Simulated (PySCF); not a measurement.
HfO, SMILES [O]=[Hf], multiplicity 1. Atoms are numbered in the order given.

```xyz
2

Hf     0.0000     0.0000    -0.1722
O      0.0000     0.0000     1.5497
```
Charge 0, spin multiplicity 1.

Coordinates come from a PBE0-D3(BJ)/def2-TZVPD optimisation. The spin state was assumed, not searched. The def2 effective core potentials stand for the cores of Hf; spin–orbit coupling is left out.

All values below come from M06-2X/def2-TZVPD in PySCF.

The molecule is in vacuum.

| Property | Value |
|---|---|
| total energy | -123.13800 hartree |
| point group | C∞v |
| highest occupied level | -6.42 eV |
| lowest empty level | -1.18 eV |
| orbital gap | 5.24 eV |
| dipole moment | 3.48 D |
| quadrupole, principal values (traceless, Buckingham form, about the centre of nuclear charge) | -6.04, 3.02, 3.02 D·Å |
| mean static polarisability | 98.6 bohr³ (14.62 Å³) |
| polarisability, principal values | 79.7, 108.1, 108.1 bohr³ |
